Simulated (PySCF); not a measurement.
C8H13P.
Bonds: C1–C2, C2–C3 (double), C3–C4, C4–C5, C5–P6, P6–C7, C7–C8, C8–C9, C2–P6, C7–C9. Hydrogens: H10, H11, H12 on C1; H13 on C3; H14, H15 on C4; H16, H17 on C5; H18 on C7; H19, H20 on C8; H21, H22 on C9.

The same species was optimised twice, with GFN2-xTB and with PBE0-D3(BJ)/def2-SVP (PySCF), and the same property calculations (PySCF, gas phase) were run on both structures.

```tsv
coordinate	GFN2-xTB	PBE0-D3(BJ)/def2-SVP	change
C2=C3 (Å)	1.327	1.342	+0.015
P6–C7 (Å)	1.846	1.838	-0.008
C2–P6 (Å)	1.838	1.846	+0.008
C7–C9 (Å)	1.502	1.507	+0.005
C7–C8 (Å)	1.502	1.506	+0.004
C3–C4 (Å)	1.497	1.501	+0.004
C1–C2 (Å)	1.491	1.492	+0.001
C5–P6 (Å)	1.868	1.867	-0.001
C4–C5 (Å)	1.534	1.535	+0.001
C8–C9 (Å)	1.493	1.493	0.000
C5–P6–C7 (°)	98.9	101.8	+2.9
C2–P6–C7 (°)	96.2	99.0	+2.8
C1–C2–P6 (°)	119.9	121.2	+1.3
C3–C2–P6 (°)	113.2	112.3	-0.9
C2–P6–C5 (°)	89.6	90.1	+0.5
C1–C2–C3 (°)	126.9	126.5	-0.4
C4–C5–P6 (°)	108.8	108.5	-0.3
C8–C7–C9 (°)	59.6	59.4	-0.2
C5–P6–C7–C8 (°)	-99	-100	-1
```

Rotational constants: A = 2036, B = 1167, C = 889.9 MHz (GFN2-xTB) against A = 2047, B = 1141, C = 865.8 MHz (PBE0-D3(BJ)/def2-SVP). Point groups within 0.08 Å: C1 and C1.

On the GFN2-xTB structure: HOMO (eV) -6.38 [PBE0/pcSseg-1]; LUMO (eV) 0.29 [PBE0/pcSseg-1]; dipole (D) 1.36 [PBE0/pcSseg-1]; GIAO shielding of C1 (ppm) 165.7 [PBE0/pcSseg-1]; GIAO shielding of C2 (ppm) 33.4 [PBE0/pcSseg-1]; GIAO shielding of C3 (ppm) 46.7 [PBE0/pcSseg-1]; GIAO shielding of C4 (ppm) 148.7 [PBE0/pcSseg-1]; GIAO shielding of C5 (ppm) 157.9 [PBE0/pcSseg-1]; GIAO shielding of P6 (ppm) 312.1 [PBE0/pcSseg-1]; GIAO shielding of C7 (ppm) 171.9 [PBE0/pcSseg-1]; GIAO shielding of C8/C9 (mean) (ppm) 182.0 [PBE0/pcSseg-1].

Q: What do these properties become on the PBE0-D3(BJ)/def2-SVP structure?

A: 
| property | level | on GFN2-xTB | on PBE0-D3(BJ)/def2-SVP | change |
| --- | --- | --- | --- | --- |
| HOMO (eV) | PBE0/pcSseg-1 | -6.38 | -6.27 | +0.11 |
| LUMO (eV) | PBE0/pcSseg-1 | 0.29 | 0.20 | -0.09 |
| dipole (D) | PBE0/pcSseg-1 | 1.36 | 1.42 | +0.06 |
| energy, GFN2-xTB geometry as zero (kcal/mol) | PBE0/pcSseg-1 | 0.0 | -0.8 | -0.8 |
| GIAO shielding of C1 (ppm) | PBE0/pcSseg-1 | 165.7 | 164.1 | -1.6 |
| GIAO shielding of C2 (ppm) | PBE0/pcSseg-1 | 33.4 | 31.6 | -1.8 |
| GIAO shielding of C3 (ppm) | PBE0/pcSseg-1 | 46.7 | 42.3 | -4.4 |
| GIAO shielding of C4 (ppm) | PBE0/pcSseg-1 | 148.7 | 147.6 | -1.1 |
| GIAO shielding of C5 (ppm) | PBE0/pcSseg-1 | 157.9 | 157.0 | -0.9 |
| GIAO shielding of P6 (ppm) | PBE0/pcSseg-1 | 312.1 | 305.6 | -6.5 |
| GIAO shielding of C7 (ppm) | PBE0/pcSseg-1 | 171.9 | 174.0 | +2.1 |
| GIAO shielding of C8/C9 (mean) (ppm) | PBE0/pcSseg-1 | 182.0 | 179.7 | -2.3 |

The heavy atoms differ by 0.044 Å rms after alignment. Among bonds between heavy atoms C2=C3 changes most (+0.015 Å). Changes are differences of the printed values. Neither structure is proved a minimum here.
